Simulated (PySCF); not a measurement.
Molecular orbitals of InSe

ωB97X-V at R = 2.397 Å; PySCF, spin-free X2C with a Gaussian nucleus, basis sets In x2c-TZVPPall, Se x2c-TZVPPall. State: ²Σ⁺ (doublet), unpaired electrons σ ↑. Only the outer orbitals are listed, counted within each symmetry.

| spin | orbital | occ. | ε (eV) | on In (%) | main shells (%) |
| --- | --- | --- | --- | --- | --- |
| α | 16σ | 1 | -21.14 | 16 | 84 Se s |
| α | 17σ | 1 | -12.94 | 64 | 63 In s, 31 Se p |
| α | 18σ | 1 | -9.02 | 54 | 46 Se p, 29 In p, 25 In s |
| α | 9π | 1 | -8.77 | 13 | 87 Se p, 10 In p |
| α | 9π | 1 | -8.77 | 13 | 87 Se p, 10 In p |
| α | 10π | 0 | -0.01 | 91 | 89 In p |
| α | 10π | 0 | -0.01 | 91 | 89 In p |
| α | 19σ | 0 | 2.17 | 95 | 80 In p, 8 In s |
| β | 16σ | 1 | -20.44 | 16 | 84 Se s |
| β | 17σ | 1 | -11.70 | 73 | 72 In s, 20 Se p |
| β | 9π | 1 | -8.57 | 13 | 86 Se p, 11 In p |
| β | 9π | 1 | -8.57 | 13 | 86 Se p, 11 In p |
| β | 18σ | 0 | -2.46 | 50 | 50 Se p, 29 In p, 20 In s |
| β | 10π | 0 | 0.15 | 90 | 89 In p, 8 Se p |
| β | 10π | 0 | 0.15 | 90 | 89 In p, 8 Se p |

**Question.** Which are the highest filled and the lowest empty level, where do they sit, and how wide is the gap?

**Answer.** Highest filled β 9π at -8.57 eV (in %: 86 Se p, 11 In p); lowest empty β 18σ at -2.46 eV (in %: 50 Se p, 29 In p, 20 In s); the gap at ωB97X-V is 6.11 eV.

```
bond order (Mayer)                               : 1.68
⟨S²⟩                                             : 0.764
charge on In (Mulliken, basis-dependent)         : 0.37
charge on In (Löwdin, basis-dependent)           : 0.08
dipole moment (positive dipole means In(−)Se(+)) : -4.12 D
```

Spin–orbit coupling is left out. The state is the lowest determinant that a PBE0 search found; another state may lie lower at other levels.
